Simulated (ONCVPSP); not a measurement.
# What one change does to a pseudopotential (tungsten, ONCV)

tungsten (W), optimised norm-conserving Vanderbilt (ONCV), made with ONCVPSP 4.0.1 (PBE, fully relativistic). Core [Kr] 4d10 4f14, reference 5s2 5p6 5d5 6s1. Waves: 5s+6s: rc 1.90 bohr, ncon 5, nbas 9, qcut 6.8 1/bohr, 2 projectors; 5p: rc 2.00 bohr, ncon 3, nbas 6, qcut 6.7 1/bohr, 2 projectors, debl 1.6 Ha; 5d: rc 2.30 bohr, ncon 4, nbas 9, qcut 6.9 1/bohr, 1 projector. Local part: polynomial inside 1.55 bohr (lpopt 5, dvloc0 0 Ha). Core correction: Teter function fitted to the true core (icmod 2), fcfact 0.35.

Open shells are filled in proportion to 2j + 1.

All-electron outer shells of the reference configuration (PBE, scalar-relativistic, ld1.x):

| shell | level (eV) | outermost node (bohr) | outermost maximum (bohr) |
| --- | --- | --- | --- |
| 5s | -77.14 | 0.53 | 0.96 |
| 5p | -41.41 | 0.57 | 1.09 |
| 4f | -31.24 | – | 0.43 |
| 6s | -5.15 | 1.29 | 2.71 |
| 5d | -3.32 | 0.63 | 1.52 |

Change: s: rc 2.36.

Cutoffs: the cutoffs (Ha) at which the residual kinetic energy of the hardest occupied pseudo-wave falls to 1 and 0.1 mHa per electron; they do not see the model core or the augmentation charge, which bear on the density cutoff. Errors are all-electron minus pseudo energies relative to the spin-unpolarised reference configuration.

Problem. What does the change do?

Solution. The potential gets softer (18 Ha and 21 Ha → 14 Ha and 17 Ha); of the 4 tests that both files solve, the error grows in 2 and shrinks in 0 by more than 15 % and 0.3 meV (median size 2.0 → 3.1 meV); neither file shows a bound ghost. A larger radius leaves more room for a smooth pseudo-wave, so fewer plane waves are needed.

```tsv
quantity	base	changed
cutoff, loose	18 Ha	14 Ha
cutoff, tight	21 Ha	17 Ha
loose cutoff by channel	s 18 Ha, p 13 Ha, d 14 Ha	s 12 Ha, p 13 Ha, d 14 Ha
bound ghosts	none	none
GHOST(+) flags under 300 eV	s at 239.9 eV	none
error for 5s2 5p6 5d4 6s2, meV [ΔE -1.53 eV]	-3.5	-5.3
error for 5s2 5p6 5d4 6s1, meV [ΔE 7.36 eV]	-0.5	-0.7
error for 5s2 5p6 5d4 6s0, meV [ΔE 23.04 eV]	+5.9	+5.3
error for 5s2 5p6 5d5 6s0, meV [ΔE 8.16 eV]	+0.3	-0.9
p3/2: phases at 2.02 bohr within 0.05 rad from the reference energy up to (Ha; the scan ends near 5)	to the end of the scan	to the end of the scan
p1/2: phases at 2.02 bohr within 0.05 rad from the reference energy up to (Ha; the scan ends near 5)	to the end of the scan	to the end of the scan
d5/2: phases at 2.34 bohr within 0.05 rad from the reference energy up to (Ha; the scan ends near 5)	1.7	1.7
d3/2: phases at 2.34 bohr within 0.05 rad from the reference energy up to (Ha; the scan ends near 5)	1.8	1.8
rms error of d²Exc/dni dnj with the model core, mHa	3.34	3.24
```
